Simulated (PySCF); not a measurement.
**Computed structure and properties of [DyBr2]+**

System: [DyBr2]+ (singlet in the valence; each metal's 4f electrons, 9 of them, lie in its core potential, out of spins and levels); start: template (C2v). Method: PySCF 2.14.0, RKS PBE0, Dy lcecp-1-SVP with ECP55, Br def2-SVP; non-relativistic Hamiltonian with scalar-relativistic core potentials where named; density fitting; no spin-orbit coupling.

Input of the relaxation:

```python
mol = gto.M(atom='''
Dy     0.00000     0.00000    -0.55298
Br     2.51900    -0.00000     0.57432
Br    -2.51900     0.00000     0.57432''',
    basis={'Dy': 'lcecp-1-SVP', 'Br': 'def2-SVP'},
    ecp={'Dy': 'lcecp-1-SVP'},
    charge=1, spin=0)
mf = dft.RKS(mol, xc='PBE0')
mf.grids.atom_grid = (50, 194)  # f atoms: unpruned, at least (60, 302)
mf = mf.density_fit()  # fitting sets: Dy AutoAux, Br def2-universal-JKFIT
mf.conv_tol = 1e-08; mf.max_cycle = 55
mf.kernel(dm0)  # dm0: converged density of the start geometry
# quasi-Newton relaxation in Cartesian coordinates to a largest gradient under 0.00045 Eh/bohr, steps kept in the point group
```

Run from Python with OMP_NUM_THREADS=2; the lines above give its settings. Where DIIS fails, smearing, a level shift and second-order steps follow.
It took 42 s on 2 threads of Intel(R) Xeon(R) Platinum 8259CL CPU @ 2.50GHz (Skylake/Cascade Lake), with other jobs on the host, from the converged density of the start.

Course of the relaxation:

| step | energy above end (eV) | largest force component within the symmetry (eV/Å) |
| --- | --- | --- |
| 0 | 0.6645 | 2.064 |
| 1 | 0.2396 | 1.198 |
| 2 | 0.1022 | 0.771 |
| 3 | 0.0601 | 0.219 |
| 4 | 0.0262 | 0.350 |
| 5 | 0.0093 | 0.299 |
| 6 | 0.0003 | 0.023 |
| 7 | 0.0000 | 0.005 |

Relaxed geometry (C2v):

```xyz
3

Dy    0.0000    0.0000   -0.7558
Br    2.0753    0.0000    0.6757
Br   -2.0753    0.0000    0.6757
```

```tsv
contact	Å
Dy1–Br2 (Br)	2.521
Dy1–Br3 (Br)	2.521
```

On the finer grid (75, 302):

```yaml
HOMO: -12.98 eV
LUMO: -7.97 eV
Dipole_about_the_centre_of_mass: 7.14 D
Set_of_Mulliken_populations_of_Dy1_outside_the_core_potential: s 2.26, p 6.21, d 1.24, f 0.03
D3_BJ_dispersion_energy_not_in_the_energies: -0.083 eV
```

```csv
atom,Mulliken (e),Löwdin (e),spin (e)
Dy1,1.26,0.59,0.00
Br2,-0.13,0.21,0.00
Br3,-0.13,0.21,0.00
```

The 4f levels lie in the core potential and are missing. Their spin isn't counted.

On the grid (50, 194), as all that follows. Harmonic modes: a minimum within the noise of the softest modes; lowest 50 cm⁻¹ (negative: unstable), highest 278 cm⁻¹, zero-point energy 0.037 eV.

Taking off one Br (charge -1, singlet; the rest: singlet) in vacuum, both parts rigid, costs 13.82 eV; the small basis without counterpoise inflates it. Most of it is the attraction of opposite charges; other ways to part are cheaper, and one spin state was tried for the rest.

Rigid scan of Br along the line from its metal:

distance to Br2 (Å), energy (eV) and a bar:
```
     2.22      0.937 #######
     2.32      0.362 ###
     2.42      0.077 #
     2.52      0.000 
     2.62      0.066 #
     2.72      0.229 ##
     2.92      0.725 ######
     3.22      1.630 ############
     3.62      2.785 #####################
     4.12      3.912 ##############################
```

One start shape was tried, so this needn't be the lowest isomer.

An lcecp potential fixes the number of 4f electrons, so in runs with it no electron can move into or out of that shell.
